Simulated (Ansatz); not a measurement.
ClGaH$_{3}$OSi (`[SiH3][O][Ga][Cl]`) radical. Charge 0, multiplicity 2.

| atom | x (Å) | y (Å) | z (Å) |
| --- | --- | --- | --- |
| Si1 | -0.7017 | 0.8261 | 0.4531 |
| O2 | 0.4149 | -0.1198 | -0.2839 |
| Ga3 | 0.8363 | -1.8371 | -0.5095 |
| Cl4 | 2.5916 | -2.2416 | -1.7026 |
| H5 | -1.7127 | 0.0020 | 1.1738 |
| H6 | -1.4000 | 1.6535 | -0.5643 |
| H7 | -0.0285 | 1.7168 | 1.4334 |

Question: List the harmonic frequencies (cm⁻¹, unscaled) at PBE0-D4/def2-TZVP in Ansatz. (An estimate is asked.)

Answer: Ansatz gave: 26, 55, 67, 150, 391, 491, 719, 732, 954, 956, 979, 1013, 2203, 2227, 2228.

Question: Is this a minimum?

Answer: Yes, all 15 modes are real.

Question: Give the ideal-gas thermochemistry at 298.15 K and 1 bar (rigid rotor, harmonic oscillator; point group Cs, symmetry number 1).

Answer: Zero-point energy 78.9 kJ/mol; H(298) − E = 99.5 kJ/mol; entropy 377.5 J/(mol·K), of which translation 171.5, rotation 115.3, vibration 85.0, electronic 5.8; G(298) − E = -13.1 kJ/mol. Modes under 100 cm⁻¹ are hindered rotations or soft bends, so the harmonic entropy is rough.

Question: And at 400, 500, 600, 800 and 1000 K?

Answer: 
```
T (K)  H − E (kJ/mol)  S (J/mol/K)  G − E (kJ/mol)
  400           109.4        406.0           -53.0
  500           120.2        430.0           -94.8
  600           131.8        451.2          -138.9
  800           156.8        487.1          -232.9
 1000           183.6        517.0          -333.4
```
